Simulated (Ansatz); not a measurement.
```xyz
6

O     1.519   -0.661   -0.576
Al    0.028   -0.032   -0.124
S    -0.272    0.447    1.962
Cl   -1.497    0.282   -1.520
H     1.749   -0.904   -1.471
H    -1.527    0.868    1.729
```

Total charge 0; spin multiplicity 1.

(1) List the B3LYP/def2-TZVPP orbital energies in eV (Ansatz). (Estimate.)

Answers

(1) The calculation gave: Occupied: -2762.42, -2417.98, -1525.60, -520.57, -257.18, -216.01, -196.17, -196.09, -196.08, -160.56, -160.47, -160.39, -113.52, -74.23, -74.12, -74.07, -27.07, -22.33, -19.96, -14.33, -11.51, -11.38, -10.00, -9.70, -9.36, -9.20, -8.83, -7.70. Lowest empty: -1.01, -0.45, 0.12, 0.84, 1.89, 2.61, 3.41, 3.72.

B3LYP here is the variant with VWN-RPA as its local correlation; programs differ in this.
